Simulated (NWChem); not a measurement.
Molecule: C2H5ClF2Si; SMILES FC(F)C[SiH2]Cl

```xyz
11

F      0.3888     2.6901    -0.6371
C      0.3978     1.4508    -0.0957
F      0.2455     1.5928     1.2447
C     -0.7292     0.6235    -0.6560
Si    -0.9454    -1.0777     0.1185
Cl     0.8649    -2.0873    -0.0018
H      1.3907     1.0042    -0.2786
H     -1.6689     1.1858    -0.5144
H     -0.5817     0.5034    -1.7412
H     -1.9603    -1.8414    -0.6580
H     -1.3416    -0.9965     1.5483
```
Atoms are numbered in this order, from 1.

Computed with NWChem. Geometry: optimised at PBE0/def2-SVP. Level: PBE0/def2-SVP with SMD (1 M gas to 1 M solution), gas-phase geometry. Reactions with the solvent are ignored.

For solvent toluene:

| Quantity | Result |
|---|---|
| solvation free energy (kcal/mol) | -3.8 |
| cavity-dispersion-structure term (kcal/mol) | -1.2 |
| dipole in solution (D) | 2.06 |

**Question.** What are these values for solvent water?

**Answer.** 
| Quantity | Result |
|---|---|
| solvation free energy (kcal/mol) | -0.7 |
| cavity-dispersion-structure term (kcal/mol) | 3.9 |
| dipole in solution (D) | 2.29 |
